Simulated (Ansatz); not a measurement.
Born–Oppenheimer molecular dynamics of GaH3O2 (6 atoms, charge 0, multiplicity 1). It goes on from the last frame of an earlier run, with new velocities.

Method: Ansatz, RKS PBE-D4/def2-SVP.

```
ensemble                      : NVE (velocity Verlet)
time step                     : 0.5 fs
steps asked                   : 250
starting velocities drawn for : 700 K
masses                        : H 10 u
seed                          : 587385
```

First frame:

```xyz
6
Properties=species:S:1:pos:R:3
Ga 0.061 -0.066 -0.042
O -0.050 -0.095 1.729
H -0.872 -0.292 2.231
H 1.432 0.147 -0.741
O -1.453 -0.379 -1.015
H -2.274 -0.524 -0.575
```

Task: How far do the bonds stretch over the last three quarters of this one trajectory? (Pairs bonded in most of those frames.)

Result: 
```
  bond  mean (Å)  spread (Å)  shortest  longest
Ga1–O2     1.802       0.019      1.77     1.84
Ga1–H4     1.560       0.045      1.49     1.63
Ga1–O5     1.804       0.034      1.75     1.86
 O2–H3     0.975       0.025      0.94     1.01
 O5–H6     0.985       0.051      0.90     1.05
```

Mean temperature of the second half: 386 K. The conserved energy stayed within 0.099 meV per atom of its start (net change 0.044 meV per atom), so the integration is sound. The temperature averaged 0.55 of the 700 K drawn at the start: a run that starts near a minimum puts about half its kinetic energy into the potential. A run of 0.12 ps of so small a system gives no equilibrium averages.

Time of the run: 3.2 min on 2 threads of AMD EPYC 7R43 64-Core Processor (Zen 3), with other jobs on the host, peak memory 0.15 GiB.
